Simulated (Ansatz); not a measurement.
Program: Ansatz. Geometries: PBE0-D4/def2-TZVP. ΔE: electronic, gas phase. CBS: MP2 limit from def2 TZ/QZ plus the TZ coupled-cluster correction, frozen cores. DFT in def2-TZVPP. B3LYP here is the variant with VWN-RPA as its local correlation; programs differ in this. One conformer a species, not always the lowest.

Consider the formal exchange of groups at the Si–S bond: `N[SiH2]S[SiH3]` + `N=C[SiH3]` → `N=C([SiH3])[SiH2]N` + `[SiH3]S`.

```
             level  ΔE (kJ/mol)  difference from CCSD(T)/CBS
            PBE-D4         73.1                         -4.3
         r2SCAN-D4         76.8                         -0.6
           PBE0-D4         77.5                          0.1
          B3LYP-D4         73.3                         -4.1
           ωB97X-V         75.9                         -1.5
           ωB97M-V         76.0                         -1.4
            B2PLYP         75.5                         -1.9
               PBE         73.4                         -4.0
            r2SCAN         77.1                         -0.3
              PBE0         77.9                          0.5
             B3LYP         73.5                         -3.9
     HF/def2-TZVPP         81.6                          4.2
    MP2/def2-TZVPP         79.0                          1.6
SCS-MP2/def2-TZVPP         77.1                         -0.3
   CCSD/def2-TZVPP         74.5                         -2.9
CCSD(T)/def2-TZVPP         73.5                         -3.9
     HF/def2-QZVPP         81.5                          4.1
    MP2/def2-QZVPP         81.3                          3.9
SCS-MP2/def2-QZVPP         79.3                          1.9
      HF/CBS(def2)         81.5                          4.1
     MP2/CBS(def2)         82.9                          5.5
    CCSD/CBS(def2)         78.3                          0.9
       CCSD(T)/CBS         77.4                            0
```

Largest T1 diagnostic among the species: 0.013.

From PBE to PBE0 (25 % exact exchange), in def2-TZVPP and without D4, ΔE moves by +4.5 kJ/mol.
